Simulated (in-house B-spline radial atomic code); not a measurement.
A run on Dy that did not converge. Method: scalar-relativistic (X2C) r2SCAN0, spin-polarised, spherical fractional occupations, Fermi nucleus of rms radius 5.2218 fm; computed with an all-electron radial atomic-structure program (B-spline basis).

Command:
```bash
python run_scf.py task.json out
```
Settings (nuclear radius in fm, mass in u):
```
Z                66
configuration    [Xe] 4f10 6s2
hamiltonian      x2c
method           r2scan0
spin_polarised   True
nucleus          fermi
rms_radius       5.2218
atomic_mass      163.92918
speed_of_light   137.035999084
```

First and last ten iterations of the last attempt (damped for 15 steps, keeping 80 % of the old Fock matrix, then DIIS):
```
 iter        energy (Eh)    residual
    1      -12156.458850    1.52e-01
    2      -12156.480278    5.64e-03
    3      -12156.480847    3.30e-03
    4      -12152.371583    1.85e-01
    5      -12155.902697    1.17e-01
    6      -12156.343790    4.92e-02
    7      -12156.450413    2.21e-02
    8      -12156.472395    1.10e-02
    9      -12156.477389    6.54e-03
   10      -12156.479128    4.95e-03
  111      -12156.481246    5.00e-06
  112      -12156.481246    6.10e-06
  113      -12156.481246    5.91e-06
  114      -12156.481246    2.40e-06
  115      -12156.481246    5.74e-06
  116      -12156.481246    4.09e-06
  117      -12156.481246    2.72e-06
  118      -12156.481246    2.37e-06
  119      -12156.481246    2.14e-06
  120      -12156.481246    1.21e-06
 not converged after 120 iterations
```

The smallest residual met was 1.2e-06; the threshold is about 7e-07. Over the last five steps the energy moves by less than 1e-08 hartree, but the orbitals didn't meet the threshold. Time taken, with all properties: 17 s on 1 thread of Arm Neoverse N1, with other jobs on the host.
